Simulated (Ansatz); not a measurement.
Consider the ligand exchange at the Si–F bond: `CC[Si](N)(O)F` + HBr → `CC[Si](N)(O)Br` + H–F.

Program: Ansatz. Geometries: PBE0-D4/def2-TZVP. ΔE: electronic, gas phase. CCSD(T)/CBS is the MP2 limit (def2-TZVPP, def2-QZVPP) plus CCSD(T) − MP2 in def2-TZVPP, frozen cores. This one scheme is used for every species. DFT in def2-TZVPP. B3LYP here is the variant with VWN-RPA as its local correlation; programs differ in this. For Br outer-core shells are correlated without core-valence functions, which leaves a few kJ/mol of doubt a bond. Scalar relativity is left out up to krypton. One conformer a species, not always the lowest.

```csv
level,ΔE (kcal/mol)
PBE-D4,10.5
B3LYP,15.6
HF/def2-TZVPP,17.0
HF/CBS(def2),17.5
```

(1) What does CCSD(T)/CBS give? (An estimate is asked.)

Largest T1 diagnostic among the species: 0.010.

## Answers

(1) Ansatz gave: +11.5 kcal/mol. The listed levels differ from it by -1.0, 4.1, 5.5, 6.0 kcal/mol.

The D4 term adds −2.3 kcal/mol with B3LYP and −1.2 kcal/mol with PBE0; it sums over pairs of atoms, weighted by their polarisabilities, and B3LYP, whose exchange is more repulsive, gets the larger term. In def2-TZVPP, CCSD(T) changes the Hartree–Fock value by −3.9 kcal/mol (the triples alone add −0.8 kcal/mol) and MP2 by −6.2 kcal/mol.
